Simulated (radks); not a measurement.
The numbers below are computed, except where a source is named.
The iridium ion Ir+ inside a hard spherical wall (all orbitals vanish at R), configuration held at [Xe] 4f14 5d7 6s1 and not refilled when levels cross. Level of theory: scalar-relativistic Kohn-Sham, PBE, spin-polarised, spherical densities, finite nucleus; open shells are filled with parallel spins first (spin-orbit coupling, left out, can overturn this in heavy ions); Fermi nuclear charge, rms radius 5.4032 fm (a radial shooting solver on a logarithmic mesh with Libxc functionals). Eigenvalues in eV for spin up, with the zero of energy where the potential of the charges vanishes at infinity; a dash marks a level that is unbound or too diffuse for the functional's potential to be trusted. A positive occupied level is held by the wall or, in an anion where self-interaction has pushed it up, behind a barrier. The pressure on the wall is -dE/dV.

| R (bohr) | E (hartree) | kinetic (hartree) | e(4f) | e(5p) | e(5d) | e(6s) | e(6p, empty) | e(7s, empty) | pressure (GPa) |
|---|---|---|---|---|---|---|---|---|---|
| free | -17823.8214 | 19806.996 | -70.466 | -63.737 | -16.239 | -14.318 | -7.696 | - | 0 |
| 20 | -17823.8214 | 19806.996 | -70.466 | -63.737 | -16.239 | -14.318 | -7.696 | - | < 0.0001 |
| 15 | -17823.8214 | 19806.996 | -70.466 | -63.737 | -16.239 | -14.318 | -7.696 | - | < 0.0001 |
| 12 | -17823.8214 | 19806.996 | -70.466 | -63.737 | -16.239 | -14.318 | -7.696 | -3.462 | < 0.0001 |
| 10 | -17823.8214 | 19806.996 | -70.465 | -63.736 | -16.239 | -14.317 | -7.688 | -3.105 | 0.000261 |
| 6 | -17823.8137 | 19807.069 | -70.196 | -63.479 | -16.009 | -14.032 | -6.764 | 3.996 | 0.845 |
| 3.5 | -17823.2755 | 19809.924 | -63.488 | -57.612 | -10.308 | -4.531 | 8.711 | 56.256 | 187 |
| 2.5 | -17820.0276 | 19823.809 | -45.133 | -42.659 | 7.689 | 33.003 | 58.655 | 176.96 | 3050 |
